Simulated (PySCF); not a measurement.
Caution: the highest occupied level lies above zero, so the state may not be bound.

Delta-SCF ions had no search for a lower state. 

Z-matrix (Å, degrees):
```
C
H 1 1.0987
H 1 1.1029 2 108.59
H 1 1.1029 2 108.59 3 115.03
O 1 1.4056 2 108.54 3 -122.48
C 5 1.5635 1 114.98 2 -180.00
O 6 1.2109 5 111.81 1 0.00
```
Charge -1, spin multiplicity 1.

What total energy, HOMO and vertical detachment energy (Delta-SCF) does r2SCAN-D4/def2-TZVPD run with PySCF 2.14.0 give?


```json
{
 "total_energy": "-6215.56 eV",
 "HOMO": "1.14 eV",
 "vertical detachment energy (Delta-SCF)": "2.01 eV"
}
```
